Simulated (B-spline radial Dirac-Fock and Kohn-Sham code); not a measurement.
Electron momentum distribution of Ar⁵⁺: Compton profiles

System: argon as Ar⁵⁺, 1s2 2s2 2p6 3s2 3p1.

The run's input, task.json:

```json
{"items": [{
  "Z": 18,
  "q": 5,
  "cfg": [[1, 0, 2], [2, 0, 2], [2, 1, 6], [3, 0, 2], [3, 1, 1]],
  "A": 40,
  "rrms": 3.4274,
  "do": ["scatter"],
  "s": [0.0, 0.05, 0.1, 0.15, 0.2, 0.25, 0.3, 0.35, 0.4, 0.45, 0.5, 0.6, 0.7, 0.8, 0.9, 1.0, 1.1, 1.2, 1.4, 1.6, 1.8, 2.0, 2.5, 3.0, 3.5, 4.0, 5.0, 6.0],
  "pz": [0, 0.1, 0.14, 0.19, 0.26, 0.36, 0.5, 0.7, 0.96, 1.3, 1.8, 2.5, 3.5, 4.8, 6.7, 9.2, 13.0, 18.0, 24.0, 34.0, 47.0],
  "hv_scatter": [5000, 17479.3, 20000, 30000, 50000, 100000, 500000, 1000000]
}]}
```

Command: `python xray_run.py task.json out`

Model: the impulse approximation on relativistic Hartree-Fock (Dirac-Fock) wave functions, averaged over the configuration. Program: a radial B-spline solver. pz is in atomic units of momentum; subshell profiles are per electron, for a selection of subshells; open shells are spread over both j values by their weights.

```
  pz    J total   J 2s1/2   J 2p1/2   J 3s1/2   J 3p3/2
 0.5      2.181     0.188     0.103     0.388     0.314
 0.7      1.966     0.181     0.102     0.296     0.297
0.96      1.677     0.170     0.102     0.185     0.256
 1.3      1.360     0.152     0.101    0.0854     0.182
 1.8      1.070     0.121    0.0975    0.0321    0.0828
 2.5     0.8544    0.0795    0.0884    0.0265    0.0196
 3.5     0.6163    0.0365    0.0692    0.0175   0.00719
 4.8     0.3771    0.0111    0.0436   0.00492   0.00642
 6.7     0.1900   0.00383    0.0191  0.000700   0.00316
 9.2    0.09139   0.00353   0.00611  0.000490  0.000979
  13    0.03818   0.00223   0.00121  0.000325  0.000183
  18    0.01435  0.000861  0.000192  0.000124  2.75e-05
  24   0.005010  0.000273  3.09e-05  3.84e-05  4.23e-06
  34   0.001104  5.26e-05  2.87e-06  7.24e-06    < 1e-6
  47  0.0002250  9.78e-06    < 1e-6  1.33e-06    < 1e-6
```

**Question.** What is the peak value J(0), and which subshell contributes most to it?

**Answer.** J(0) = 2.459. The 3s1/2 subshell gives the largest part, 42 %.

Mean momentum ⟨p⟩ by subshell (a.u.): 1s1/2 15.0, 2s1/2 4.65, 2p1/2 6.20, 2p3/2 6.17, 3s1/2 1.92, 3p1/2 2.26, 3p3/2 2.26.

Values without a named source are computed, but for edge energies of neutral atoms, which are taken from tables.
